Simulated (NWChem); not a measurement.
System: ZnHBr; SMILES [ZnH][Br]

The following NWChem deck was run.

```
start job
memory heap 200 mb stack 900 mb global 1100 mb
geometry units angstroms noautosym nocenter noautoz
  Zn     0.000000     0.000000    -1.145806
  H      0.000000     0.000000    -2.675133
  Br     0.000000     0.000000     1.105145
end
basis spherical
  * library def2-svp
end
dft
  xc xpbe96 cpbe96
  iterations 150
end
tddft
  cis
  nroots 8
  notriplet
end
task tddft energy
```

Structure relaxed at the PBE-D3(BJ)/def2-SVP level.

Vertical excitations in the gas phase.

Problem. Predict the main results of this run. (PBE/def2-SVP, TDA.) Quantities: lowest excitation, singlet (eV); oscillator strength of that lowest state; orbital gap (eV).

Solution. 
```
Item                                      Result
----------------------------------------  ------
lowest excitation, singlet (eV)             5.78
oscillator strength of that lowest state   0.019
orbital gap (eV)                            5.61
```
